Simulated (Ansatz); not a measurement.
Dissociation curve of B(Br)3, SMILES B(Br)(Br)Br. The B1–Br4 bond (B1 also carries Br, Br; Br4 carries nothing else) is pulled apart rigidly from the PBE0/def2-TZVP optimised geometry.

Level of theory: Ansatz (a first-principles code) with CCSD(T) on UHF/cc-pVDZ, cores with 3d frozen.

Relative to R = 1.90 Å, what are the energies at R = 1.56, 1.65, 1.76, 2.13 Å?

54.2 kcal/mol at 1.56 Å, 26.0 kcal/mol at 1.65 Å, 7.6 kcal/mol at 1.76 Å, 7.0 kcal/mol at 2.13 Å.

The unrestricted determinant behind UCCSD(T) is spin-contaminated at 2.77 to 5.55 Å (<S²> up to 1.0, against 0.00 for a pure singlet).
